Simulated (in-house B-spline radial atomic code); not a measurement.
# The magnesium ion Mg⁺: [He] 2s2 (2p1/2)1 (2p3/2)4 3s2 (with a hole in an inner shell)

Method: Dirac-Kohn-Sham LDA VWN5, spherical fractional occupations, Fermi nucleus of rms radius 3.057 fm. Calculated with an all-electron radial atomic-structure program (B-spline basis).

Effective charges: Z_r = [3n² - l(l+1)]/(2<r>) from the radius, Z_e = n√(-2ε) from the energy, and Slater's rules. Values are occupation-weighted means over j.

```csv
shell,electrons,ε (eV),<r> (bohr),Z_r,Z_e,Slater
1s,2,-1284.9,0.1311,11.44,9.72,11.70
2s,2,-103.5,0.6783,8.85,5.52,8.20
2p,5,-71.311,0.6497,7.70,4.58,8.20
3s,2,-14.292,2.472,5.46,3.07,3.70
```

The least bound orbital is 3s1/2 at -14.29 eV, and it is also the most diffuse (<r> = 2.472 bohr). The part-filled 2p shell lies below the filled 3s shell in orbital energy.

For the 1s electron the small component carries 0.178 % of the norm, the zero-frequency Breit interaction raises the level by 0.6605 eV, self-energy by 0.2751 eV, and vacuum polarisation lowers it by 0.01593 eV.

The density falls to 0.001 bohr⁻³ at 3.983 bohr; Σ<r²> = 17.905 bohr² gives, by the non-relativistic formula and without the paramagnetism of open shells, a Langevin diamagnetic susceptibility of -14.18×10⁻⁶ cm³/mol.
